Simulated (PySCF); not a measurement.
C₉H₁₃P.
Atom-mapped SMILES: `[CH3:1][c:2]1[cH:3][c:4]([CH:5]([CH3:6])[CH3:7])[cH:8][cH:9][p:10]1`

Cartesian coordinates in Å at the GFN2-xTB level; atoms count from 1:
```
atom  x, y, z in Å
C1     3.5562   -0.4577    0.4381
C2     2.2907    0.1798   -0.0630
C3     1.0775   -0.3690    0.3102
C4    -0.1736    0.1015   -0.0667
C5    -1.4100   -0.6146    0.4235
C6    -2.1988   -1.1999   -0.7502
C7    -2.2910    0.3145    1.2617
C8    -0.2952    1.2147   -0.8926
C9     0.7755    1.9243   -1.3863
P10    2.4477    1.5805   -1.0901
H11    3.5761   -0.4614    1.5281
H12    3.6211   -1.4923    0.1009
H13    4.4304    0.0805    0.0765
H14    1.1114   -1.2441    0.9511
H15   -1.0903   -1.4449    1.0633
H16   -3.0475   -1.7735   -0.3838
H17   -1.5659   -1.8576   -1.3425
H18   -2.5719   -0.4109   -1.3983
H19   -1.7210    0.7337    2.0883
H20   -3.1361   -0.2370    1.6687
H21   -2.6755    1.1345    0.6603
H22   -1.2885    1.5471   -1.1654
H23    0.5740    2.7787   -2.0220
```

NICS is the negative of the GIAO shielding at a point without a nucleus: at the ring centre (0) and 1 Å above and below it (1); zz is the component along the ring normal. Level: GIAO PBE0/pcSseg-1 (PySCF, non-relativistic, gas phase) on the GFN2-xTB geometry, one conformer.

Ring bond lengths (Å), with Mayer bond orders in brackets: C2–C3 1.383 (1.38), C3–C4 1.389 (1.44), C4–C8 1.391 (1.37), C8–C9 1.376 (1.50), C9–P10 1.733 (1.30), P10–C2 1.744 (1.30).

Question: What do the NICS probes read (ppm)?

Answer: 
```json
{"ring": "C2–C3–C4–C8–C9–P10", "type": "6-membered ring with P; formal bonds all aromatic", "NICS(0)": "-7.4", "NICS(1), two faces": "-10.4 / -10.4", "NICS(1)zz, two faces": "-25.3 / -25.2", "rms pucker (Å)": "0.00", "centre to ring atoms, mean (Å)": "1.49"}
```

Question: What can be read from them?

Answer: 
- C2–C3–C4–C8–C9–P10: mean NICS(1)zz -25.2 ppm, shielded.

Question: And the bond-length index? HOMA takes Krygowski's 1993 parameters.

Answer: 
- C2–C3–C4–C8–C9–P10: HOMA 0.93; the largest term is that of P10–C2, α(R − Ropt)² = 0.25.

Question: List the ring angles and the Hirshfeld charges of the ring atoms.

Answer: 
- C2–C3–C4–C8–C9–P10: C2 123.8° (-0.044 e), C3 125.6° (-0.052 e), C4 120.7° (+0.019 e), C8 123.9° (-0.047 e), C9 126.0° (-0.108 e), P10 100.0° (+0.063 e); sum 720.0° against 720° for a flat convex ring.

Question: How shielded are the nuclei of the rings and their hydrogens (means over atoms taken as equivalent)?

Answer: 
```json
{"atoms": "C2", "environment": "substituted aromatic carbon", "σ isotropic (ppm)": "5.3", "principal values of the symmetric part, first atom (ppm)": "-161.6, -2.5, 179.9"}
{"atoms": "C3", "environment": "aromatic CH carbon", "σ isotropic (ppm)": "46.5", "principal values of the symmetric part, first atom (ppm)": "-53.9, 50.6, 142.7"}
{"atoms": "C4", "environment": "substituted aromatic carbon", "σ isotropic (ppm)": "30.4", "principal values of the symmetric part, first atom (ppm)": "-52.4, -26.5, 170.3"}
{"atoms": "C8", "environment": "aromatic CH carbon", "σ isotropic (ppm)": "53.5", "principal values of the symmetric part, first atom (ppm)": "-55.2, 32.9, 182.9"}
{"atoms": "C9", "environment": "aromatic CH carbon", "σ isotropic (ppm)": "21.8", "principal values of the symmetric part, first atom (ppm)": "-141.0, 29.3, 176.9"}
{"atoms": "P10", "environment": "phosphorus bonded to 2 C", "σ isotropic (ppm)": "106.4", "principal values of the symmetric part, first atom (ppm)": "-134.0, -31.5, 484.7"}
{"atoms": "H14", "environment": "aromatic hydrogen", "σ isotropic (ppm)": "23.75", "principal values of the symmetric part, first atom (ppm)": "19.1, 21.5, 30.6"}
{"atoms": "H22", "environment": "aromatic hydrogen", "σ isotropic (ppm)": "23.79", "principal values of the symmetric part, first atom (ppm)": "19.3, 21.6, 30.4"}
{"atoms": "H23", "environment": "aromatic hydrogen", "σ isotropic (ppm)": "22.66", "principal values of the symmetric part, first atom (ppm)": "20.4, 20.5, 27.1"}
```
